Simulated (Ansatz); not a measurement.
C₂H₁₀FN₃Si (SMILES CN(C)[Si](N)(N)F), singlet, at a GFN2-xTB geometry, atoms displaced at random by about 0.03 Å a coordinate; PBE0/STO-3G, gradient (Ansatz, an electronic-structure program).

Here is a job for Ansatz.
Ansatz 0.2 input:
```yaml
crystal:
  periodic: [false, false, false]
  atoms:
    - {symbol: C, position_ang: [-0.28625635, -1.15214869, 1.84866832]}
    - {symbol: N, position_ang: [-0.69854557, -0.47202065, 0.66840229]}
    - {symbol: C, position_ang: [-2.05327756, -0.02878476, 0.80928162]}
    - {symbol: Si, position_ang: [0.36186061, 0.26300811, -0.45241890]}
    - {symbol: N, position_ang: [1.61060211, -0.98385185, -0.68239230]}
    - {symbol: N, position_ang: [1.04846043, 1.79048787, -0.07213830]}
    - {symbol: F, position_ang: [-0.44656045, 0.45120737, -1.79110382]}
    - {symbol: H, position_ang: [-0.27609244, -0.50357603, 2.73161750]}
    - {symbol: H, position_ang: [-0.91817880, -2.04880556, 2.06587239]}
    - {symbol: H, position_ang: [0.74260839, -1.56597290, 1.71858402]}
    - {symbol: H, position_ang: [-2.73663274, -0.80570803, 0.98920220]}
    - {symbol: H, position_ang: [-2.17682713, 0.70169314, 1.60584658]}
    - {symbol: H, position_ang: [-2.36804882, 0.53525498, -0.19304132]}
    - {symbol: H, position_ang: [2.40581313, -0.71986626, -1.24863870]}
    - {symbol: H, position_ang: [1.32399237, -1.95011204, -0.89971439]}
    - {symbol: H, position_ang: [1.65103982, 1.88869752, 0.78388687]}
    - {symbol: H, position_ang: [1.35687160, 2.38839936, -0.81900596]}
basis:
  gaussian:
    orbitals: STO-3G
hamiltonian:
  xc: pbe0
output: {forces: true}
```

Output, abridged:

```
Functional definition: PBE0
659 factors; integrals over basis functions are off by at most 3.9e-5 eV
mean field evaluation 1: about -17071.3584 eV, gradient 3.2e1 eV
mean field evaluation 2: about -17072.9498 eV, gradient 2.3e1 eV
mean field evaluation 4: about -17074.5408 eV, gradient 5.4e-1 eV
mean field evaluation 8: about -17074.5209 eV, gradient 1.5e-2 eV
mean field -17074.52088238 eV, -627.4770689016 hartree, gradient 2.1e-5 eV, S^2 0.000000; 0 other end points of the search recorded, 0 dependent functions left out
the calculation of the forces begins
reference -17074.52090574 eV, -627.4770697601 hartree; 33, 33 occupied and 16, 16 virtual orbitals, 659 factors
Total energy: -17074.52090574 eV, -627.4770697601 hartree
Atom 0 at    -0.286256    -1.152149     1.848668 Å, force     1.671180    -2.130731     0.949460 eV/Å
Atom 1 at    -0.698546    -0.472021     0.668402 Å, force    -0.003301    -0.064196    -0.755843 eV/Å
Atom 2 at    -2.053278    -0.028785     0.809282 Å, force    -0.516714     4.006143    -3.733589 eV/Å
Atom 3 at     0.361861     0.263008    -0.452419 Å, force     2.489511    -1.856589     0.636351 eV/Å
Atom 4 at     1.610602    -0.983852    -0.682392 Å, force    -1.476522     1.075510     1.328694 eV/Å
Atom 5 at     1.048460     1.790488    -0.072138 Å, force    -0.148973    -0.893780     2.044823 eV/Å
Atom 6 at    -0.446560     0.451207    -1.791104 Å, force    -1.266780     0.587567    -1.764497 eV/Å
Atom 7 at    -0.276092    -0.503576     2.731618 Å, force    -0.093309     0.159270     0.618210 eV/Å
Atom 8 at    -0.918179    -2.048806     2.065872 Å, force    -0.015027     0.575298     0.004164 eV/Å
Atom 9 at     0.742608    -1.565973     1.718584 Å, force    -0.381512     0.419106     0.033307 eV/Å
Atom 10 at    -2.736633    -0.805708     0.989202 Å, force    -1.536427    -2.012655     0.292912 eV/Å
Atom 11 at    -2.176827     0.701693     1.605847 Å, force    -0.184278     0.597197     0.752280 eV/Å
Atom 12 at    -2.368049     0.535255    -0.193041 Å, force     0.541668    -1.508958     2.421515 eV/Å
Atom 13 at     2.405813    -0.719866    -1.248639 Å, force     0.982660     0.134137    -0.768191 eV/Å
Atom 14 at     1.323992    -1.950112    -0.899714 Å, force    -0.123517     0.005162    -0.146141 eV/Å
Atom 15 at     1.651040     1.888698     0.783887 Å, force    -0.514346    -0.000844    -0.971245 eV/Å
Atom 16 at     1.356872     2.388399    -0.819006 Å, force     0.575688     0.908362    -0.942209 eV/Å
Dipole moment:     0.237147     0.093615    -0.060598 e Å
```
